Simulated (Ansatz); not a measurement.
Basis-set extrapolation for `BSBC` (PBE0-D4/def2-TZVP geometry, frozen core, Ansatz). Multiplicity 1, RHF reference.

```json
{"": "HF", "def2-TZVPP": "-488.341438", "def2-QZVPP": "-488.356830"}
{"": "MP2 correlation", "def2-TZVPP": "-0.555106", "def2-QZVPP": "-0.594412"}
{"": "CCSD(T) correlation", "def2-TZVPP": "-0.632739", "def2-QZVPP": "not run"}
```

Energies in hartree. Use E(X) = E(∞) + A·exp(−7.88·√X) for Hartree–Fock and E(X) = E(∞) + B·X^(−2.97) for correlation, with X = 3 and 4, and add CCSD(T) minus MP2 of the smaller set to the MP2 limit.

Task: What is the CCSD(T) energy at the basis-set limit?

Result: HF limit: -488.356830 + (-0.015392) × 0.13774 = -488.35895. MP2 limit: -0.594412 + (-0.039306) × 0.74074 = -0.62353. Higher-order term: -0.632739 − (-0.555106) = -0.07763. Total: -489.06011 hartree, 2.34 eV below CCSD(T)/def2-TZVPP.
